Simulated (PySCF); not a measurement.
**Electron correlation in Nb⁺ (niobium, charge +1)**

[Kr] 4d3 5s1, high-spin 5F determinant (an excited configuration). Calculation: PySCF 2.14, in x2c-TZVPPall (8s6p6d2f1g, 79 functions); scalar relativity by spin-free X2C-1e. Frozen: [Ar] 3d10; 12 electrons correlated.

```tsv
level	correlation energy (mhartree)
CCSD	-287.37
(T)	-6.99
CCSD(T)	-294.36
```

Diagnostics: T1 = 0.0081, D1 = 0.0332, largest double amplitude 0.022.

Cost of the coupled-cluster step: of the order of 19 core-seconds, for 12 correlated electrons.

Iterations:

```
CC2 = 0
CCSD nocc = (np.int64(8), np.int64(4)), nmo = (65, 65)
frozen orbitals [[0, 1, 2, 3, 4, 5, 6, 7, 8, 9, 10, 11, 12, 13], [0, 1, 2, 3, 4, 5, 6, 7, 8, 9, 10, 11, 12, 13]]
max_cycle = 100
direct = 0
conv_tol = 1e-08
conv_tol_normt = 1e-06
diis_space = 8
diis_start_cycle = 0
Init t2, MP2 energy = -0.273493242013336
Init E_corr(UCCSD) = -0.273493242013902
cycle = 1  E_corr(UCCSD) = -0.283203188647037  dE = -0.00970994663  norm(t1,t2) = 0.0369201
cycle = 2  E_corr(UCCSD) = -0.286539813290994  dE = -0.00333662464  norm(t1,t2) = 0.00965711
cycle = 3  E_corr(UCCSD) = -0.287412330798853  dE = -0.000872517508  norm(t1,t2) = 0.00374548
cycle = 4  E_corr(UCCSD) = -0.287394920342828  dE = 1.7410456e-05  norm(t1,t2) = 0.000484521
cycle = 5  E_corr(UCCSD) = -0.287363146318257  dE = 3.17740246e-05  norm(t1,t2) = 0.000164734
cycle = 6  E_corr(UCCSD) = -0.287365190624633  dE = -2.04430638e-06  norm(t1,t2) = 3.84961e-05
cycle = 7  E_corr(UCCSD) = -0.28736588870908  dE = -6.98084447e-07  norm(t1,t2) = 1.04285e-05
cycle = 8  E_corr(UCCSD) = -0.287365714002855  dE = 1.74706225e-07  norm(t1,t2) = 2.56171e-06
cycle = 9  E_corr(UCCSD) = -0.287365729374275  dE = -1.537142e-08  norm(t1,t2) = 5.85643e-07
cycle = 10  E_corr(UCCSD) = -0.287365730414783  dE = -1.04050807e-09  norm(t1,t2) = 1.3421e-07
UCCSD converged
E(UCCSD) = -3817.300464485766  E_corr = -0.2873657304147831
UCCSD(T) correction = -0.00698688476870296
```

This basis was not built for core-valence correlation, so the inner-shell part is incomplete.
